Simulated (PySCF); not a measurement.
H₆O₃Si₂.
Geometry (GFN2-xTB, Å), atoms numbered from 1 in this order:
```xyz
11
H6O3Si2 angstrom
O      1.4624    1.8112   -0.1184
Si     1.0444    0.2487   -0.2801
O      1.7649   -0.5656    0.9151
O     -0.5578    0.0945   -0.1414
Si    -1.8994   -0.7411    0.2056
H      0.9898    2.4771   -0.6077
H      1.4238   -0.2788   -1.5791
H      2.5655   -0.2166    1.2959
H     -2.2280   -1.5315   -0.9817
H     -2.8886    0.3035    0.4701
H     -1.6716   -1.5987    1.3656
```

The closed-shell SCF was solved with PySCF and density fitting under several settings on one GFN2-xTB geometry (grid level 2 and gas phase unless stated).

| settings | basis functions | SCF cycles | E (Eh) | HOMO (eV) | LUMO (eV) | dipole (D) |
| --- | --- | --- | --- | --- | --- | --- |
| PBE0/pcSseg-1 | 129 | 13 | -807.9040 | -8.69 | 0.46 | 0.99 |
| PBE0/def2-SVPD | 165 | 13 | -807.6095 | -8.74 | 0.03 | 0.97 |

Question: Estimate the row for these settings: PBE0/aug-cc-pVDZ.

Answer: 
```csv
settings,basis functions,SCF cycles,E (Eh),HOMO (eV),LUMO (eV),dipole (D)
PBE0/aug-cc-pVDZ,177,13,-807.9579,-8.66,-0.28,0.95
```

Question: Over all rows, what range does the HOMO–LUMO gap span?

Answer: From 8.38 eV (PBE0/aug-cc-pVDZ) to 9.15 eV (PBE0/pcSseg-1).

Question: And the dipole moment?

Answer: From 0.95 D (PBE0/aug-cc-pVDZ) to 0.99 D (PBE0/pcSseg-1); the largest is 1.04 times the smallest, and the median is 0.97 D.

Question: Compare two rows with the functional PBE0: PBE0/aug-cc-pVDZ and PBE0/def2-SVPD. Which energy is lower, and by how much?

Answer: PBE0/aug-cc-pVDZ (177 functions) lies 0.3484 Eh or 219 kcal/mol below PBE0/def2-SVPD (165 functions).

Whole jobs, the steps after the SCF included, on one thread, Arm Neoverse V1 (aarch64), shared host:

```json
{"settings": "PBE0/pcSseg-1", "work after the SCF": "shieldings, charges and field gradients", "wall time": "9.1 s", "peak memory": "0.61 GiB"}
{"settings": "PBE0/def2-SVPD", "work after the SCF": "6 singlets by full TDDFT, 2 Tamm–Dancoff triplets, polarisability", "wall time": "14 s", "peak memory": "0.70 GiB"}
{"settings": "PBE0/aug-cc-pVDZ", "work after the SCF": "shieldings, charges and field gradients", "wall time": "15 s", "peak memory": "0.75 GiB"}
```

Cycle counts include a coarse-grid stage where the run had one.

One conformer stands for the species.
